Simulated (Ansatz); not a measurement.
`ClCI` → `ClI` + `[CH2]` (triplet) at 298.15 K and 1 bar (formal loss of a carbene).

Gas-phase electronic energies from Ansatz, PBE0-D4/def2-TZVP geometries. CCSD(T)/CBS is the MP2 limit (def2-TZVPP, def2-QZVPP) plus CCSD(T) − MP2 in def2-TZVPP, frozen cores. This one scheme is used for every species. Triplets are unrestricted, without spin–orbit coupling. Elements past krypton have def2 core potentials. For I outer-core shells are correlated without core-valence functions, which leaves a few kJ/mol of doubt a bond.

```json
{"species": "`ClCI`", "CCSD(T)/CBS energy (Eh)": "-796.46468", "H − E (kJ/mol)": "87.0", "S (J/(mol·K))": "295.6"}
{"species": "`ClI`", "CCSD(T)/CBS energy (Eh)": "-757.20745", "H − E (kJ/mol)": "11.9", "S (J/(mol·K))": "247.1"}
{"species": "`[CH2]` (triplet)", "CCSD(T)/CBS energy (Eh)": "-39.09499", "H − E (kJ/mol)": "55.4", "S (J/(mol·K))": "195.3"}
```

H − E and S are ideal-gas, rigid-rotor, harmonic terms from PBE0-D4/def2-TZVP, with the whole ground term of open shells counted as degenerate. 1 Eh = 2625.50 kJ/mol, R = 8.31446 J/(mol·K).

Question: By hand: ΔE, ΔH, ΔS and ΔG.

Answer: ΔE = (-757.20745) + (-39.09499) − (-796.46468) = 0.16224 Eh = 426.0 kJ/mol. Δ(H − E) = 11.9 + 55.4 − 87.0 = -19.7, so ΔH = 406.3 kJ/mol. ΔS = 247.1 + 195.3 − 295.6 = 146.8 J/(mol·K). ΔG = 406.3 − 298.15 × (146.8)/1000 = 362.5 kJ/mol.

Question: By hand: the equilibrium constant, and the temperature at which ΔG would vanish if ΔH and ΔS stayed fixed.

Answer: log₁₀ K = −ΔG/(RT ln 10) = -63.5. ΔG = 0 at ΔH/ΔS = 2768 K, far beyond where these terms or the molecules hold.

The number of gas molecules changes by +1, which sets the sign of ΔS. A doubt of 5 kJ/mol in ΔE shifts log₁₀ K by 0.9 here. A triplet takes part, so the spin changes. These are equilibria of isolated gas molecules and say nothing of rates. Largest T1 diagnostic: 0.011 (customary marks: 0.02 for closed shells, 0.045 for open ones).
